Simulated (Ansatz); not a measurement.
Steps of a relaxation of `CC(C)[Si]C(C)C` with RKS PBE-D4/def2-SVP.

```sh
$ ansatz run in.yaml --threads 2 --pin off --events-out ev --progress --plain --max-ram 20480MiB --backend cuda --devices 0, --max-vram 18GiB
```

```yaml
crystal:
  periodic: [false, false, false]
  atoms:
    - {symbol: C, position_ang: [1.995600, -0.969100, 0.679800]}
    - {symbol: C, position_ang: [1.030900, -1.050600, -0.559600]}
    - {symbol: C, position_ang: [1.260400, -2.387600, -1.272300]}
    - {symbol: Si, position_ang: [-0.734100, -0.764500, -0.160000]}
    - {symbol: C, position_ang: [-1.113500, 0.965100, 0.521700]}
    - {symbol: C, position_ang: [-2.562000, 1.188600, 1.010900]}
    - {symbol: C, position_ang: [-0.709300, 2.091900, -0.436800]}
    - {symbol: H, position_ang: [1.886600, 0.075300, 1.136300]}
    - {symbol: H, position_ang: [1.719000, -1.668500, 1.463800]}
    - {symbol: H, position_ang: [3.000300, -1.043300, 0.405600]}
    - {symbol: H, position_ang: [1.304300, -0.253000, -1.240700]}
    - {symbol: H, position_ang: [1.057700, -3.228900, -0.595100]}
    - {symbol: H, position_ang: [0.654000, -2.453000, -2.193300]}
    - {symbol: H, position_ang: [2.323400, -2.472100, -1.517600]}
    - {symbol: H, position_ang: [-0.469000, 1.053600, 1.423500]}
    - {symbol: H, position_ang: [-3.265900, 1.127600, 0.199700]}
    - {symbol: H, position_ang: [-2.675100, 2.190400, 1.465900]}
    - {symbol: H, position_ang: [-2.852900, 0.445000, 1.780100]}
    - {symbol: H, position_ang: [0.321100, 2.015000, -0.725300]}
    - {symbol: H, position_ang: [-0.930300, 3.093700, 0.030100]}
    - {symbol: H, position_ang: [-1.365700, 2.054900, -1.370000]}
basis:
  gaussian: {orbitals: def2-SVP}
hamiltonian: {xc: pbe, dispersion: d4}
relax: {f_tol: 0.03, max_steps: 200}
```

Positions (Å) and forces (eV/Å) along the path, 6 of 17 steps:

```xyz
21
step=1 energy=-14306.1407 eV
C     1.996   -0.969    0.680   -2.937    2.542    0.198
C     1.031   -1.051   -0.560    1.918   -0.492    1.063
C     1.260   -2.388   -1.272   -0.205    0.408    0.058
Si   -0.734   -0.764   -0.160   -2.717   -1.261    0.074
C    -1.113    0.965    0.522    0.273    0.859    0.417
C    -2.562    1.189    1.011    0.905   -0.445    0.710
C    -0.709    2.092   -0.437   -1.878    0.390   -0.248
H     1.887    0.075    1.136    0.164   -0.856   -0.199
H     1.719   -1.669    1.464   -0.014   -0.658    0.429
H     3.000   -1.043    0.406    2.339   -0.542   -0.643
H     1.304   -0.253   -1.241    0.436    0.905   -0.711
H     1.058   -3.229   -0.595   -0.382   -0.325    0.068
H     0.654   -2.453   -2.193   -0.035   -0.303   -0.063
H     2.323   -2.472   -1.518    0.502   -0.058   -0.392
H    -0.469    1.054    1.423    0.289    0.022    0.213
H    -3.266    1.128    0.200   -0.797   -0.151   -0.902
H    -2.675    2.190    1.466    0.073    0.161    0.066
H    -2.853    0.445    1.780   -0.070   -0.046   -0.048
H     0.321    2.015   -0.725    1.198    0.177   -0.407
H    -0.930    3.094    0.030    0.323   -0.349   -0.245
H    -1.366    2.055   -1.370    0.614    0.024    0.564
21
step=3 energy=-14306.7316 eV
C     1.867   -0.841    0.706   -0.202   -0.005   -0.178
C     0.964   -1.008   -0.544    0.383   -0.068   -0.027
C     1.285   -2.329   -1.281   -0.049    0.129    0.109
Si   -0.925   -0.894   -0.148   -0.133    0.026    0.046
C    -1.082    0.922    0.542   -0.041    0.035    0.031
C    -2.516    1.178    1.051    0.136    0.025   -0.042
C    -0.643    2.003   -0.467   -0.048   -0.013    0.032
H     1.759    0.154    1.185   -0.011   -0.023   -0.033
H     1.637   -1.612    1.473    0.063    0.009    0.008
H     2.935   -0.964    0.420   -0.009   -0.020    0.082
H     1.193   -0.155   -1.231   -0.065   -0.035    0.006
H     1.070   -3.206   -0.633    0.017    0.007   -0.011
H     0.673   -2.454   -2.198   -0.003    0.009   -0.018
H     2.356   -2.392   -1.579   -0.037    0.033    0.019
H    -0.381    0.966    1.415   -0.028   -0.025   -0.036
H    -3.249    1.126    0.217    0.003    0.008    0.020
H    -2.612    2.184    1.517   -0.001   -0.021   -0.013
H    -2.831    0.427    1.805    0.002   -0.009   -0.002
H     0.421    1.913   -0.767   -0.025   -0.009    0.032
H    -0.788    3.022   -0.041    0.033   -0.027   -0.008
H    -1.257    1.969   -1.394    0.013   -0.024   -0.017
21
step=7 energy=-14306.7429 eV
C     1.822   -0.805    0.688    0.007    0.002    0.005
C     0.950   -1.007   -0.566   -0.013    0.002   -0.010
C     1.295   -2.318   -1.288    0.002   -0.001   -0.003
Si   -0.948   -0.919   -0.142    0.006   -0.004    0.009
C    -1.084    0.895    0.551   -0.004    0.001   -0.009
C    -2.503    1.186    1.063   -0.002    0.000    0.001
C    -0.616    1.961   -0.458    0.003    0.003    0.005
H     1.708    0.206    1.129    0.001   -0.001   -0.001
H     1.582   -1.546    1.483   -0.002    0.003   -0.001
H     2.899   -0.942    0.449   -0.001    0.000    0.000
H     1.145   -0.155   -1.263    0.002   -0.003    0.001
H     1.110   -3.199   -0.637    0.000    0.001    0.001
H     0.686   -2.462   -2.205    0.000   -0.001    0.001
H     2.366   -2.351   -1.590    0.000   -0.001    0.000
H    -0.383    0.915    1.422    0.000   -0.003    0.002
H    -3.242    1.174    0.233    0.000    0.000   -0.001
H    -2.568    2.186    1.547    0.000    0.000   -0.001
H    -2.841    0.433    1.805    0.000    0.000   -0.001
H     0.458    1.862   -0.716   -0.001    0.000    0.002
H    -0.766    2.985   -0.052   -0.001    0.001   -0.001
H    -1.194    1.912   -1.407    0.002    0.000    0.003
21
step=9 energy=-14306.7444 eV
C     1.830   -0.746    0.632    0.002    0.003    0.014
C     0.931   -1.005   -0.596    0.012   -0.026    0.023
C     1.279   -2.340   -1.274    0.003   -0.018   -0.018
Si   -0.952   -0.945   -0.106    0.030    0.015    0.024
C    -1.095    0.872    0.574    0.001    0.027   -0.065
C    -2.531    1.179    1.032   -0.004   -0.008    0.023
C    -0.563    1.950   -0.391   -0.027    0.016    0.004
H     1.741    0.290    1.020   -0.016   -0.042   -0.031
H     1.596   -1.438    1.473    0.015    0.029   -0.049
H     2.900   -0.914    0.376   -0.008    0.002    0.018
H     1.097   -0.178   -1.330   -0.013   -0.018    0.021
H     1.132   -3.198   -0.582   -0.003    0.034   -0.017
H     0.644   -2.534   -2.165    0.019    0.008    0.028
H     2.341   -2.368   -1.608   -0.023    0.008    0.009
H    -0.435    0.860    1.479   -0.015   -0.007   -0.021
H    -3.236    1.194    0.174    0.018   -0.002    0.006
H    -2.601    2.171    1.531    0.004   -0.009   -0.007
H    -2.909    0.417    1.747    0.002    0.015   -0.020
H     0.525    1.853   -0.586   -0.041   -0.011    0.013
H    -0.737    2.969    0.021    0.019   -0.009   -0.012
H    -1.083    1.918   -1.375    0.025   -0.007    0.056
21
step=13 energy=-14306.7536 eV
C     1.895   -0.700    0.562   -0.032   -0.089   -0.030
C     0.909   -1.023   -0.586   -0.005    0.097    0.010
C     1.249   -2.362   -1.256   -0.013   -0.046   -0.013
Si   -0.915   -1.017    0.108    0.083    0.085    0.027
C    -1.133    0.858    0.590    0.014    0.043   -0.076
C    -2.594    1.190    0.948    0.003   -0.073   -0.047
C    -0.502    1.943   -0.303   -0.044   -0.103    0.054
H     1.770    0.330    0.955    0.005   -0.006    0.001
H     1.779   -1.403    1.420    0.004    0.062   -0.076
H     2.950   -0.800    0.217   -0.070    0.007    0.019
H     0.980   -0.206   -1.348    0.007   -0.078    0.075
H     1.183   -3.206   -0.532    0.003    0.053   -0.048
H     0.555   -2.600   -2.093    0.051    0.016    0.056
H     2.284   -2.362   -1.670   -0.051   -0.002    0.019
H    -0.550    0.818    1.556   -0.025   -0.004   -0.043
H    -3.226    1.247    0.033    0.054   -0.003    0.076
H    -2.678    2.171    1.465   -0.001   -0.004   -0.005
H    -3.048    0.418    1.608    0.034    0.053   -0.047
H     0.584    1.786   -0.466   -0.042    0.007    0.004
H    -0.627    2.955    0.141   -0.001   -0.011   -0.004
H    -0.989    1.971   -1.303    0.024   -0.004    0.046
21
step=17 energy=-14306.7594 eV
C     1.911   -0.709    0.556    0.003    0.008    0.003
C     0.909   -1.010   -0.580   -0.002   -0.013   -0.006
C     1.227   -2.347   -1.263   -0.006    0.010    0.004
Si   -0.861   -1.017    0.223    0.008    0.002    0.005
C    -1.130    0.865    0.600   -0.006   -0.008   -0.006
C    -2.600    1.180    0.926    0.005    0.010    0.004
C    -0.498    1.937   -0.296   -0.003    0.010   -0.002
H     1.805    0.318    0.961    0.002   -0.002    0.000
H     1.800   -1.418    1.407   -0.002   -0.001    0.005
H     2.959   -0.817    0.196   -0.003   -0.004    0.002
H     0.975   -0.190   -1.331    0.001    0.006   -0.004
H     1.154   -3.194   -0.548    0.000   -0.005    0.001
H     0.528   -2.568   -2.096   -0.003    0.000   -0.005
H     2.258   -2.357   -1.683    0.002    0.002   -0.001
H    -0.570    0.854    1.580    0.002   -0.004    0.004
H    -3.213    1.214    0.000    0.000   -0.002   -0.003
H    -2.709    2.169    1.423    0.000   -0.002   -0.002
H    -3.053    0.414    1.588    0.000   -0.003    0.002
H     0.591    1.790   -0.439    0.000    0.001    0.001
H    -0.641    2.956    0.127    0.000   -0.003   -0.002
H    -0.966    1.942   -1.303    0.002   -0.002   -0.001
```

It took 29 s on 2 threads of an AMD EPYC 7R13 on a shared host and a share of an NVIDIA H100 80 GB, with 0.84 GiB of host memory at the peak.
